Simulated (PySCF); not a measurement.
# Computed properties of BClH, SMILES [BH]Cl

BClH, SMILES [BH]Cl (connectivity only; charge and spin as stated), charge +1, multiplicity 1. Geometry: TPSSh-D3(BJ)/def2-TZVPD. The multiplicity is an assumed one; other spin states were not compared. The isomer is the one that the SMILES or the coordinates give; other isomers of the formula were not compared. One conformer was computed; it need not be the lowest. All values are computed for the isolated molecule unless a solvent is named; none is compared with measurement here.

**Structure.** The optimised structure has C∞v symmetry. All 4 harmonic modes at TPSSh-D3(BJ)/def2-TZVPD (PySCF) are real, so it is a minimum.

**Vibrations.** The strongest infrared lines (harmonic, unscaled, degenerate partners summed) lie at 1128 cm⁻¹ (171 km/mol, B 66 %, Cl 25 %, H 10 %), 714 cm⁻¹ (20 km/mol, H 77 %, B 22 %), 2856 cm⁻¹ (12 km/mol, H 88 %, B 12 %). The softest mode is at 714 cm⁻¹ and the zero-point energy is 7.7 kcal/mol.

**Electronic structure.** M06-2X/def2-TZVPD (PySCF) places the frontier levels at -19.86 and -8.19 eV, a gap of 11.67 eV and a mean polarisability of 20.7 bohr³. PBE/def2-TZVPD (PySCF) at the same geometry gives -17.26 and -10.41 eV, so its gap is 4.82 eV narrower. An orbital gap is neither the optical nor the fundamental gap.

**Excitations.** TDDFT-M06-2X/def2-TZVPD (PySCF) has S1 at 6.93 eV (179 nm, f = 0.000, dark); the most intense of the 10 singlets computed lies at 9.49 eV (f = 0.34). Strengths of degenerate partners are summed. T1 (TDA) is at 6.14 eV. TDDFT-PBE/def2-TZVPD (PySCF) puts S1 at 6.85 eV. No vertical singlet excitation falls in the visible range (under 3.1 eV).

**NMR.** GIAO shifts at HF/pcSseg-2 (PySCF) (non-relativistic, atoms alike by connectivity averaged): ¹H at 5.4 ppm against TMS; ¹¹B at 50.2 ppm against BF3. Without spin–orbit terms, shifts of atoms bonded to Cl or Br come out too high.
